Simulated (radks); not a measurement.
Q: The tellurium ion Te40+, [Ne] 3s2. All-electron calculation, non-relativistic Kohn-Sham, exchange-only LDA, spin-polarised, spherical densities, point nucleus. Program: a radial shooting solver on a logarithmic mesh with Libxc functionals. Every spin shell is full or empty, so the densities are truly spherical. Functionals are evaluated on that one density, not self-consistently. Rank these orbital-free kinetic functionals by their error against the exact value of the orbitals, and give that value: Thomas-Fermi, von Weizsacker, TF + vW, TF + vW/9, APBEK, Perdew 92, Thakkar, LKT, PG1, Ernzerhof.

A: Exact: 5173.48 hartree. From best to worst, with 100 (|E| - |E exact|)/|E exact| (equal figures are ties): Ernzerhof 0.00, Thakkar -0.21, APBEK +0.25, Perdew 92 -0.54, TF + vW/9 -0.55, Thomas-Fermi -6.55, PG1 +21.39, LKT +26.58, von Weizsacker -46.06, TF + vW +47.40.
